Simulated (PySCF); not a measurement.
Species: CH7NSn.
Bonds: N1–C2, C2–Sn3. Hydrogens: H4, H5 on N1; H6, H7 on C2; H8, H9, H10 on Sn3.

Level of theory: PBE0-D3(BJ)/def2-SVP geometry optimisation, gas phase, def2 core potentials past Kr (PySCF).

Q: How far are the bound atoms from Sn3?

A: 4 atoms: H10 1.720 Å, H8 1.722 Å, H9 1.722 Å, C2 2.194 Å. The nearest atom not counted as bound is H7, at 2.74 Å (others tie with it).

Q: List the angles at Sn3.

A: 
| angle | degrees | distance of the outer atoms (Å) |
| --- | --- | --- |
| C2–Sn3–H10 | 115.2 | 3.32 |
| H8–Sn3–H10 | 109.0 | 2.80 |
| H9–Sn3–H10 | 108.9 | 2.80 |
| C2–Sn3–H8 | 108.2 | 3.18 |
| C2–Sn3–H9 | 108.0 | 3.18 |
| H8–Sn3–H9 | 107.3 | 2.77 |

Q: What is the shape at Sn3?

A: Distorted tetrahedral: angles from 107.3° to 115.2°; τ4 = (360° − α − β)/141° = 0.96 with α and β the two widest (0 for a square, 1 for a tetrahedron).

Q: What are the other bond lengths?

A: N1–C2 1.446 Å; N1–H4, N1–H5 1.018 Å; C2–H6, C2–H7 1.101 Å.

Q: Give some angles away from the centre.

A: N1–C2–Sn3 115.5°.

Q: What are the rotational constants (commonest isotopes, rigid rotor)?

A: A = 21815, B = 2766, C = 2628 MHz: a near-prolate asymmetric top.

Charge 0, singlet. No PBE0-D3(BJ)/def2-SVP frequencies stand behind this structure, so it isn't proved a minimum.

Hardware: one thread of an Intel Xeon Platinum 8488C, shared host with 192 logical CPUs at a one-minute load of 68. Cost: 16 s, 0.38 GiB resident at most. This is the geometry optimisation.

Conformer computed: `[NH2:1][CH2:2][SnH3:3]`: H–N1–C2–Sn3 59°, H–N1–C2–Sn3 -60°.

One conformer stands for the species.
